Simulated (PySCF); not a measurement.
C₅H₈ClF₂ (doublet state).
Atom-mapped SMILES: `[CH2:1][CH2:2][C@H:3]([Cl:4])[CH2:5][CH:6]([F:7])[F:8]` (hydrogens: H9, H10 on C1; H11, H12 on C2; H13 on C3; H14, H15 on C5; H16 on C6)

Structure used (GFN2-xTB), in Å, numbered top down from 1:
```xyz
16
C5H8ClF2 angstrom
C     -2.0995    0.3971   -0.8461
C     -1.6078   -0.3970    0.2935
C     -0.1882   -0.0235    0.7324
Cl    -0.1674    1.6722    1.3197
C      0.8133   -0.1718   -0.4055
C      2.2445    0.0489    0.0581
F      3.0950   -0.0135   -0.9940
F      2.6265   -0.9372    0.9091
H     -1.8792    1.4446   -0.9015
H     -2.8047   -0.0218   -1.5347
H     -2.2669   -0.2598    1.1662
H     -1.6267   -1.4642    0.0544
H      0.1155   -0.6352    1.5862
H      0.7438   -1.1827   -0.8142
H      0.5910    0.5411   -1.2008
H      2.4030    1.0116    0.5657
```

The hyperfine couplings belong to this conformer and change with its torsions.

Computed, not measured: UKS B3LYP, pcH-1 on C Cl F H, non-relativistic, mean-field spin-orbit, GIAO in PySCF. One conformer (not necessarily the lowest) at the GFN2-xTB geometry, without solvent, vibrations or thermal averaging. Couplings are sensitive to structure, and on GFN2-xTB geometries they can be far from those on DFT ones. The SCF solution wasn't tested for stability.

(1) Match the computed a_iso(13C) values +92.4, -34.4, +24.9, +1.5 MHz with the sites C1; C2; C3; C5.

(2) The isotropic 19F couplings are +4.0, +1.0 MHz. Assign them to F7; F8.

Results:

(1) 
```csv
site,a_iso (MHz),ρ(0) (bohr⁻³),position,distance from C1 (Å),spin population,largest |T| (MHz)
C1,+92.4,+0.0823,largest spin population,0.00,+1.08,162.9
C2,-34.4,-0.0306,1 bond from C1,1.47,-0.08,2.5
C3,+24.9,+0.0222,2 bonds from C1,2.51,+0.02,4.9
C5,+1.5,+0.0013,3 bonds from C1,3.00,+0.01,1.6
```

(2) 
| site | a_iso (MHz) | ρ(0) (bohr⁻³) | position | distance from C1 (Å) | bound to | spin population there | largest \|T\| (MHz) |
| --- | --- | --- | --- | --- | --- | --- | --- |
| F7 | +1.0 | +0.0002 | 5 bonds from C1 | 5.21 | C6 | 0.00 | 1.7 |
| F8 | +4.0 | +0.0009 | 5 bonds from C1 | 5.21 | C6 | 0.00 | 4.5 |

ρ(0) is the spin density at the nucleus and T the dipolar tensor; a_iso includes a spin–orbit part; entries for several nuclei are means. The Mulliken spin populations are largest on C1 (+1.08), C2 (-0.08) and H11 (+0.06). C1 is the only atom above +0.15. The positive populations add up to 1.17 and the negative ones to -0.17, together 2S = 1. The angles at C1 add up to 359.3°, so it is planar; its axial dipolar tensor and the negative couplings of its protons fit spin in a p orbital normal to that plane.

Nuclei that the bonding pattern makes equivalent are averaged, as if the motion that swaps them (rotation, inversion, ring flip) were fast.

Hardware: Arm Neoverse V2, one thread, shared host with 96 logical CPUs at a one-minute load of 59. Cost: 1.7 min of wall time (with the writing of density and orbital grids), 0.96 GiB resident at most.
